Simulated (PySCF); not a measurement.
Ge(F)4 anion (F4Ge), SMILES [F][Ge]([F])([F])[F] (connectivity only; charge and spin as stated), charge -1, multiplicity 2. Coordinates come from a B3LYP-D3(BJ)/def2-SVPD optimisation. The spin state was assumed, not searched. The isomer is the one that the SMILES or the coordinates give; other isomers of the formula were not compared.

These are PySCF with B3LYP-D3(BJ)/def2-SVPD values and carry that method's errors.

Harmonic wavenumbers (cm⁻¹): 127, 133, 216, 250, 259, 450, 491, 594, 596. Rotational constants (GHz): 4.259, 2.859, 2.480; symmetry number 2.

Work out the zero-point energy and the ideal-gas rigid-rotor harmonic-oscillator thermochemistry at 298.15 K and 1 atm.

ZPE = ½ Σ hcν = ½ × 3117 cm⁻¹ = 4.46 kcal/mol. H − E(el) = 9.13 kcal/mol. Entropy in cal/(mol K): translation 40.90, rotation 25.39, vibration 13.68, spin 1.38, total 81.35. G − E(el) = -15.12 kcal/mol. Cp = 21.84 cal/(mol K). Modes under 150 cm⁻¹ make the vibrational entropy uncertain.
